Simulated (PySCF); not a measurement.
## UHF on In (indium, neutral)

Configuration: [Kr] 4d10 5s2 5p1, 2P determinant. Calculation: PySCF 2.14, in aug-cc-pVTZ-PP with one added diffuse shell each of d, f type with ECP28MDF (6s5p5d3f, 67 functions); scalar relativity through the core potential.

| Item | Value |
| --- | --- |
| Total energy | -189.210365 hartree |
| One-electron energy | -334.8234 hartree |
| Hartree (Coulomb) energy | 161.4306 hartree |
| Exchange energy | -15.8175 hartree |
| ⟨S²⟩ | 0.7633 |
| ⟨L²⟩ | 2.040 |
| Sum of ⟨r⟩ | 28.35 bohr |
| Sum of ⟨r²⟩ | 57.26 bohr² |
| Traceless quadrupole moment −½Σ⟨3z² − r²⟩ along its main axis | -6.84 e·bohr² |

```
shell  electrons  mean orbital energy (hartree)  spread (hartree)  rms radius, mean of both spins (bohr)
 4s α          1                       -5.37381                 0                                  0.912
 4s β          1                       -5.37300                 0                                  0.912
 4p α          3                       -3.62653           0.00435                                  0.995
 4p β          3                       -3.62565           0.01191                                  0.995
 4d α          5                       -1.01073           0.00976                                   1.27
 4d β          5                       -1.00910           0.01434                                   1.27
 5s α          1                       -0.42450                 0                                   2.93
 5s β          1                       -0.36913                 0                                   2.93
 5p α          1                       -0.20120                 0                                   4.03
```

Energies and moments cover only the electrons outside the core potential.
